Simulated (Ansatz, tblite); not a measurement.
Forces on Cd₂Se₃⁻ at its r2SCAN-D4/def2-SVPD geometry. Total charge -1; doublet.

In the def2 sets Cd takes a core potential; there is no spin–orbit coupling. The xTB rows come from tblite. At PBE-D4/def2-TZVPD the gap within one spin of the charge -1 doublet nearly closes, so an electron or hole may be smeared out by delocalisation error. Another isomer (doublet) lies 0.05 eV lower at PBE0-D4/def2-TZVPD; other spin states weren't run for this one.

GFN1-xTB (tblite), largest force 0.97 eV/Å:

```xyz
5
positions Å, forces eV/Å
Cd   -1.553   -0.152   -1.014   -0.865    0.428    0.027
Cd    1.719   -0.215    0.680    0.489    0.401    0.728
Se    2.938    0.789    2.502   -0.142   -0.172   -0.276
Se   -3.713    0.920   -0.943    0.303   -0.182   -0.046
Se    0.609   -1.343   -1.226    0.215   -0.475   -0.434
```

GFN2-xTB (tblite), largest force 0.55 eV/Å:

```
Cd -0.260 0.237 0.134
Cd 0.047 0.231 0.292
Se 0.072 -0.041 -0.009
Se -0.034 -0.040 -0.065
Se 0.175 -0.387 -0.353
```

PBE-D4/def2-TZVPD (Ansatz), largest force 0.18 eV/Å:

```
Cd -0.016 0.016 0.009
Cd 0.001 0.014 0.018
Se 0.060 0.047 0.086
Se -0.102 0.048 0.002
Se 0.056 -0.125 -0.114
```
